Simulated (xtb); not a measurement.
Job for xtb: GFN2-xTB on NiAs, 2S+1 = 4, a spin state set in the input, which need not be the lowest, a point of a bond scan (R = 2.298 Å).

```
$ xtb mol.xyz --gfn 2 --sp --chrg 0 --uhf 3
2

Ni     0.00000000     0.00000000     0.00000000
As     0.00000000     0.00000000     2.29750200
```

Program output:

```
[...]
           -------------------------------------------------
          |                Calculation Setup                |
           -------------------------------------------------



           -------------------------------------------------
          |                 G F N 2 - x T B                 |
           -------------------------------------------------

        Reference                      10.1021/acs.jctc.8b01176
      * Hamiltonian:
        H0-scaling (s, p, d)           1.850000    2.230000    2.230000
        zeta-weighting                 0.500000
      * Dispersion:
        s8                             2.700000
        a1                             0.520000
        a2                             5.000000
        s9                             5.000000
      * Repulsion:
        kExp                           1.500000    1.000000
        rExp                           1.000000
      * Coulomb:
        alpha                          2.000000
        third order                    shell-resolved
        anisotropic                    true
        a3                             3.000000
        a5                             4.000000
        cn-shift                       1.200000
        cn-exp                         4.000000
        max-rad                        5.000000


          ...................................................
          :                      SETUP                      :
          :.................................................:
          :  # basis functions                  20          :
          :  # atomic orbitals                  18          :
          :  # shells                            6          :
          :  # electrons                        15          :
          :  max. iterations                   250          :
          :  Hamiltonian                  GFN2-xTB          :
          :  restarted?                      false          :
          :  GBSA solvation                  false          :
          :  PC potential                    false          :
          :  electronic temp.          300.0000000     K    :
          :  accuracy                    1.0000000          :
          :  -> integral cutoff          0.2500000E+02      :
          :  -> integral neglect         0.1000000E-07      :
          :  -> SCF convergence          0.1000000E-05 Eh   :
          :  -> wf. convergence          0.1000000E-03 e    :
          :  Broyden damping             0.4000000          :
          :  net charge                          0          :
          :  unpaired electrons                  3          :
          ...................................................

 iter      E             dE          RMSdq      gap      omega  full diag
   1     -6.8129013 -0.681290E+01  0.283E+01    2.25       0.0  T
   2     -6.9639243 -0.151023E+00  0.156E+01    4.97       1.0  T
   3     -6.9648489 -0.924587E-03  0.138E+01    4.25       1.0  T
   4     -6.9709090 -0.606004E-02  0.825E+00    5.56       1.0  T
   5     -7.0126665 -0.417575E-01  0.393E+00    5.40       1.0  T
   6     -6.6670343  0.345632E+00  0.180E+01    6.04       1.0  T
   7     -6.6509133  0.161210E-01  0.184E+01    6.04       1.0  T
   8     -7.0103615 -0.359448E+00  0.338E+00    5.80       1.0  T
   9     -7.0134916 -0.313007E-02  0.932E-01    5.68       1.0  T
  10     -7.0139099 -0.418287E-03  0.947E-01    5.70       1.0  T
  11     -7.0138586  0.512912E-04  0.760E-01    5.70       1.0  T
  12     -7.0138542  0.434572E-05  0.649E-01    5.70       1.0  T
  13     -7.0139011 -0.468499E-04  0.524E-01    5.71       1.0  T
  14     -7.0139648 -0.637629E-04  0.242E-01    5.72       1.0  T
  15     -7.0139829 -0.180645E-04  0.917E-02    5.73       1.0  T
  16     -7.0139863 -0.341236E-05  0.387E-02    5.73       1.8  T
  17     -7.0139872 -0.844174E-06  0.183E-02    5.73       3.9  T
  18     -7.0139874 -0.226451E-06  0.980E-03    5.73       7.2  T
  19     -7.0139874 -0.526639E-07  0.694E-03    5.73      10.2  T
  20     -7.0139875 -0.275942E-07  0.990E-04    5.74      71.4  T
  21     -7.0139875 -0.523485E-09  0.116E-04    5.74     611.1  T

   *** convergence criteria satisfied after 21 iterations ***

         #    Occupation            Energy/Eh            Energy/eV
      -------------------------------------------------------------
         1        2.0000           -0.6403408             -17.4246
       ...           ...                  ...                  ...
         3        2.0000           -0.3906337             -10.6297
         4        2.0000           -0.3906337             -10.6297
         5        1.9998           -0.3791280             -10.3166
         6        1.9998           -0.3791280             -10.3166
         7        1.0005           -0.3638337              -9.9004
         8        1.0000           -0.3398017              -9.2465
         9        1.0000           -0.3398017              -9.2465 (HOMO)
        10                         -0.1290384              -3.5113 (LUMO)
        11                         -0.0355688              -0.9679
        12                         -0.0355688              -0.9679
        13                          0.0088681               0.2413
        14                          0.0088681               0.2413
       ...                                ...                  ...
        18                          1.4428979              39.2632
      -------------------------------------------------------------
                  HL-Gap            0.2107633 Eh            5.7352 eV
             Fermi-level           -0.3027858 Eh           -8.2392 eV

 SCC (total)                   0 d,  0 h,  0 min,  0.005 sec
 SCC setup                      ...        0 min,  0.000 sec (  3.444%)
 Dispersion                     ...        0 min,  0.000 sec (  2.642%)
 classical contributions        ...        0 min,  0.000 sec (  0.574%)
 integral evaluation            ...        0 min,  0.001 sec ( 12.545%)
 iterations                     ...        0 min,  0.003 sec ( 65.698%)
 molecular gradient             ...        0 min,  0.001 sec ( 12.040%)
 printout                       ...        0 min,  0.000 sec (  2.592%)

         :::::::::::::::::::::::::::::::::::::::::::::::::::::
         ::                     SUMMARY                     ::
         :::::::::::::::::::::::::::::::::::::::::::::::::::::
         :: total energy              -7.011362696287 Eh    ::
         :: gradient norm              0.037238990109 Eh/a0 ::
         :: HOMO-LUMO gap              5.735161840071 eV    ::
         ::.................................................::
         :: SCC energy                -7.013987457572 Eh    ::
         :: -> isotropic ES            0.008915845823 Eh    ::
         :: -> anisotropic ES         -0.004524421703 Eh    ::
         :: -> anisotropic XC         -0.051505371259 Eh    ::
         :: -> dispersion             -0.000964956359 Eh    ::
         :: repulsion energy           0.002624761285 Eh    ::
         :: add. restraining           0.000000000000 Eh    ::
         :: total charge               0.000000000725 e     ::
         :::::::::::::::::::::::::::::::::::::::::::::::::::::

           -------------------------------------------------
          |                Property Printout                |
           -------------------------------------------------

    * Orbital Energies and Occupations

         #    Occupation            Energy/Eh            Energy/eV
      -------------------------------------------------------------
         1        2.0000           -0.6403408             -17.4246
         2        2.0000           -0.3996110             -10.8740
         3        2.0000           -0.3906337             -10.6297
         4        2.0000           -0.3906337             -10.6297
Note: The following floating-point exceptions are signalling: IEEE_DENORMAL
normal termination of xtb
         5        1.9998           -0.3791280             -10.3166
         6        1.9998           -0.3791280             -10.3166
         7        1.0005           -0.3638337              -9.9004
         8        1.0000           -0.3398017              -9.2465
         9        1.0000           -0.3398017              -9.2465 (HOMO)
        10                         -0.1290384              -3.5113 (LUMO)
        11                         -0.0355688              -0.9679
        12                         -0.0355688              -0.9679
        13                          0.0088681               0.2413
        14                          0.0088681               0.2413
        15                          0.1576320               4.2894
        16                          0.3011932               8.1959
        17                          0.3011932               8.1959
        18                          1.4428979              39.2632
      -------------------------------------------------------------
                  HL-Gap            0.2107633 Eh            5.7352 eV
             Fermi-level           -0.3027858 Eh           -8.2392 eV

     #   Z          covCN         q      C6AA      α(0)
     1  28 Ni       0.923    -0.182   235.129    34.319
     2  33 As       0.923     0.182   242.522    29.552

 Mol. C6AA /au·bohr⁶  :        951.365081
 Mol. C8AA /au·bohr⁸  :      76438.243034
 Mol. α(0) /au        :         63.871289


Wiberg/Mayer (AO) data.
largest (>0.10) Wiberg bond orders for each atom

 ---------------------------------------------------------------------------
     #   Z sym  total        # sym  WBO       # sym  WBO       # sym  WBO
 ---------------------------------------------------------------------------
     1  28 Ni   1.851 --     2 As   1.851
     2  33 As   1.851 --     1 Ni   1.851
 ---------------------------------------------------------------------------

Topologies differ in total number of bonds
Writing topology from bond orders to xtbtopo.mol

molecular dipole:
                 x           y           z       tot (Debye)
 q only:        0.000       0.000       0.790
   full:        0.000      -0.000      -1.551       3.943
molecular quadrupole (traceless):
                xx          xy          yy          xz          yz          zz
 q only:       -1.716       0.000      -1.716       0.000       0.000       3.432
  q+dip:        0.455       0.000       0.455       0.000      -0.000      -0.909
   full:        2.178       0.000       2.178       0.000      -0.000      -4.356


           -------------------------------------------------
          | TOTAL ENERGY               -7.011362696287 Eh   |
          | GRADIENT NORM               0.037238990109 Eh/α |
          | HOMO-LUMO GAP               5.735161840071 eV   |
           -------------------------------------------------

------------------------------------------------------------------------
------------------------------------------------------------------------
 total:
 SCF:
```

The run finished.

Cost: very roughly 0.07 core-seconds.
